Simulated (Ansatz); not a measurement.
trifluoroacetic acid (C₂HF₃O₂), singlet, at a GFN2-xTB geometry; CCSD(T)/STO-3G (Ansatz, an electronic-structure program).

The Ansatz input:
Ansatz 0.2 input:
```yaml
crystal:
  periodic: [false, false, false]
  atoms:
    - {symbol: O, position_ang: [1.58117628, -0.84821747, 0.38900017]}
    - {symbol: C, position_ang: [0.94347052, 0.23215721, -0.01055559]}
    - {symbol: O, position_ang: [1.42485188, 1.27590560, -0.32008031]}
    - {symbol: C, position_ang: [-0.59069935, -0.04820435, -0.02532297]}
    - {symbol: F, position_ang: [-1.02806939, -0.38485394, 1.19219374]}
    - {symbol: F, position_ang: [-1.27633644, 1.01849029, -0.42372265]}
    - {symbol: F, position_ang: [-0.88562209, -1.05668212, -0.85174030]}
    - {symbol: H, position_ang: [2.54539899, -0.71781028, 0.41333544]}
basis:
  gaussian:
    orbitals: STO-3G
magnetization: {spin_polarized: false}
correlation: {method: ccsd_t, electrons: outside_noble_gas}
accuracy: high
```

Output, abridged:

```
Functional definition: HF
788 factors; integrals over basis functions are off by at most 4.8e-8 eV
mean field evaluation 1: about -14063.0946 eV, gradient 5.4e1 eV
mean field evaluation 2: about -14063.4005 eV, gradient 5.4e1 eV
mean field evaluation 4: about -14072.6775 eV, gradient 4.9e0 eV
mean field evaluation 8: about -14072.8042 eV, gradient 2.1e-1 eV
mean field evaluation 16: about -14069.8817 eV, gradient 3.2e1 eV
mean field -14072.80444074 eV, -517.1660243078 hartree, gradient 1.0e-8 eV, S^2 0.000000; 0 other end points of the search recorded, 0 dependent functions left out; unrestricted orbitals would lower it
7 core orbitals not correlated
reference -14072.80444074 eV, -517.1660243078 hartree; 21, 21 occupied and 8, 8 virtual orbitals, 788 factors
second order -6.61144941 eV of doubles, -0.00000000 eV of singles
cycle   1  -7.21497978 eV  change   -6.0e-1 eV  update   1.0e-1
cycle   2  -7.63848884 eV  change   -4.2e-1 eV  update   3.1e-2
cycle   3  -7.74777263 eV  change   -1.1e-1 eV  update   1.5e-2
cycle   4  -7.75399063 eV  change   -6.2e-3 eV  update   3.1e-3
cycle   5  -7.75364916 eV  change    3.4e-4 eV  update   1.1e-3
cycle   6  -7.75316880 eV  change    4.8e-4 eV  update   3.5e-4
cycle   7  -7.75301980 eV  change    1.5e-4 eV  update   1.3e-4
cycle   8  -7.75298893 eV  change    3.1e-5 eV  update   5.5e-5
cycle   9  -7.75298806 eV  change    8.7e-7 eV  update   1.6e-5
cycle  10  -7.75298591 eV  change    2.2e-6 eV  update   6.3e-6
cycle  11  -7.75298399 eV  change    1.9e-6 eV  update   2.4e-6
cycle  12  -7.75298350 eV  change    4.9e-7 eV  update   7.4e-7
cycle  13  -7.75298381 eV  change   -3.2e-7 eV  update   2.5e-7
cycle  14  -7.75298420 eV  change   -3.9e-7 eV  update   9.2e-8
cycle  15  -7.75298431 eV  change   -1.1e-7 eV  update   4.9e-8
cycle  16  -7.75298430 eV  change   4.8e-10 eV  update   2.4e-8
cycle  17  -7.75298324 eV  change    1.1e-6 eV  update   1.5e-7
cycle  18  -7.75298323 eV  change    1.5e-8 eV  update   5.0e-8
cycle  19  -7.75298313 eV  change    9.6e-8 eV  update   2.4e-8
cycle  20  -7.75298310 eV  change    2.6e-8 eV  update   8.9e-9
cycle  21  -7.75298310 eV  change    4.2e-9 eV  update   3.7e-9
perturbative correction -0.29423959 eV, -0.0108131055 hartree
Total energy: -14080.85166343 eV, -517.4617542871 hartree
```
